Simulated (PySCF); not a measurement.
How methods differ on the ionisation energy of Mg²⁺

Mg²⁺ [Ne] (1S) → Mg³⁺ [He] 2s2 2p5 (2P), as a difference of total energies. Calculation: PySCF 2.14, in aug-cc-pVDZ-DK (5s4p2d, 27 functions); the spin-free X2C one-electron Hamiltonian (Gaussian nucleus). Correlated levels: valence: [He] 2s2 frozen. The calculations carry no spin-orbit coupling.

```tsv
method	ionisation energy (eV)	error (eV)
UHF	81.017	+0.873
TPSS	82.379	+2.235
BP86	82.568	+2.424
MP2 (valence)	81.055	+0.911
SCS-MP2 (valence)	81.053	+0.909
CCSD (valence)	81.053	+0.909
CCSD(T) (valence)	81.054	+0.910
```

Reference: 80.144 eV (measured; NIST Atomic Spectra Database, ionization energies).

Errors of the correlated levels include the incompleteness of this basis and the frozen core.
